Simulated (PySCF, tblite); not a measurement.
C₇H₇F₃N₂.
Z-matrix (Å and degrees, GFN2-xTB geometry), rows numbered from 1:
```
C 
C   1  1.3185
C   2  1.5017  1  123.74
N   3  1.4430  2  111.51  1  -128.68
N   4  1.3187  3  120.27  2  -114.84
C   5  1.3192  4  107.04  3   179.21
C   6  1.3981  5  110.79  4    -0.10
C   4  1.3572  3  128.64  2    64.07
C   8  1.4844  4  124.49  3     0.35
F   9  1.3464  8  113.23  4    43.22
F   9  1.3392  8  111.41  4   163.25
F   9  1.3485  8  113.13  4   -77.25
H   1  1.0756  2  121.73  3  -179.55
H   1  1.0776  2  121.78  3     0.49
H   2  1.0815  1  121.26  3  -179.86
H   3  1.0942  2  110.23  1   114.76
H   3  1.0941  2  110.46  1    -6.08
H   6  1.0706  5  120.52  4   179.86
H   7  1.0698  6  128.69  5   179.80
```

Level of theory: PBE0/pcSseg-1 in PySCF (dipole) on a GFN2-xTB geometry, gas phase.

Masses are those of the commonest isotopes; rigid-rotor values at the optimised geometry. The values belong to one conformer with, in the numbering `[CH2:1]=[CH:2][CH2:3][n:4]1[n:5][cH:6][cH:7][c:8]1[C:9]([F:10])([F:11])[F:12]`, C1–C2–C3–N4 -129°, C2–C3–N4–N5 -115°.

(1) What are A, B and C (MHz)?

(2) Classify the top.

(3) Is it planar, by Δ = Ic − Ia − Ib?

(4) Give the coordinates in the principal-axis frame, origin at the centre of mass.

(5) List the rotational levels J(Ka,Kc) to J = 2 (K).

(6) Predict some low-J microwave lines.

(7) Estimate the classical rotational partition function at 10 K, 25 K and 500 K.

Answers

(1) Ia = 437.55, Ib = 486.95, Ic = 798.34 u·Å²; 505379 MHz·u·Å²/I gives A = 1155, B = 1038, C = 633.0 MHz.

(2) An asymmetric top; Ray's κ = 0.551.

(3) Not planar: Δ = Ic − Ia − Ib = -126.16 u·Å². For a rigid frame Δ = −2 Σ m c², so Σ m c² = 63.08 u·Å² lies off the ab plane: 7.40 from hydrogen and 55.68 from heavier atoms. The atom farthest from that plane is 1.55 Å away.

(4) The sense of each axis is arbitrary; atoms in the order of the calculation.
```tsv
atom	mass (u)	a (Å)	b (Å)	c (Å)
C1	12.000	2.631	-1.696	0.290
C2	12.000	1.343	-1.912	0.471
C3	12.000	0.321	-1.826	-0.625
N4	14.003	-0.784	-0.976	-0.253
N5	14.003	-1.993	-1.482	-0.108
C6	12.000	-2.788	-0.491	0.247
C7	12.000	-2.074	0.708	0.341
C8	12.000	-0.778	0.356	0.011
C9	12.000	0.428	1.218	-0.048
F10	18.998	1.203	0.976	-1.122
F11	18.998	0.100	2.516	-0.100
F12	18.998	1.233	1.078	1.025
H13	1.008	3.337	-1.773	1.098
H14	1.008	3.032	-1.432	-0.675
H15	1.008	0.948	-2.166	1.446
H16	1.008	-0.121	-2.810	-0.808
H17	1.008	0.779	-1.459	-1.548
H18	1.008	-3.830	-0.665	0.421
H19	1.008	-2.433	1.681	0.603
```

(5) Above 0(0,0), as E/k:
J = 1: 1(0,1) 0.080, 1(1,1) 0.086, 1(1,0) 0.105
J = 2: 2(0,2) 0.226, 2(1,2) 0.227, 2(1,1) 0.285, 2(2,1) 0.302, 2(2,0) 0.317
The levels of one J sum to (2J + 1)J(J + 1)(A + B + C)/3.

(6) The dipole components are |μa| = 0.09 D, |μb| = 0.66 D, |μc| = 0.02 D. The squared components, which scale the intensities, stand as 0.02 : 1.00 : 0.00 (a : b : c). Some lines, for components of 0.1 D or more:

| type | branch | J(Ka,Kc) | MHz | lower level (cm⁻¹) |
| --- | --- | --- | --- | --- |
| b | Q | 1(1,0) ← 1(0,1) | 522 | 0.056 |
| b | Q | 3(3,0) ← 3(2,1) | 905 | 0.412 |
| b | Q | 2(1,1) ← 2(0,2) | 1236 | 0.157 |
| b | Q | 4(4,0) ← 4(3,1) | 1271 | 0.699 |
| b | R | 1(1,1) ← 0(0,0) | 1788 | 0.000 |
| b | Q | 4(4,1) ← 4(3,2) | 2009 | 0.670 |
| b | Q | 4(2,2) ← 4(1,3) | 2112 | 0.590 |
| b | Q | 3(2,2) ← 3(1,3) | 2330 | 0.299 |
| b | Q | 4(3,2) ← 4(2,3) | 2384 | 0.591 |
| b | R | 2(0,2) ← 1(1,1) | 2915 | 0.060 |
| b | R | 3(1,2) ← 2(2,1) | 4908 | 0.210 |
| b | R | 3(2,2) ← 2(1,1) | 5364 | 0.198 |
| b | R | 4(1,4) ← 3(0,3) | 5526 | 0.299 |
| b | R | 3(3,1) ← 2(2,0) | 6457 | 0.220 |
| b | R | 4(2,2) ← 3(3,1) | 6745 | 0.436 |
| b | R | 3(3,0) ← 2(2,1) | 6971 | 0.210 |
| b | R | 4(3,2) ← 3(2,1) | 7735 | 0.412 |
| b | R | 4(2,2) ← 3(1,3) | 10829 | 0.299 |

(7) Point group C1, symmetry number σ = 1; q = (√π/σ)·√((kT/h)³/(ABC)), k/h = 20836.6 MHz/K: 6120 at 10 K, 24200 at 25 K, 2160000 at 500 K.

Its GFN2-xTB frequencies are all real (lowest 35 cm⁻¹). Zero-point vibration and centrifugal distortion are left out. Quadrupole hyperfine structure (14N) is left out.
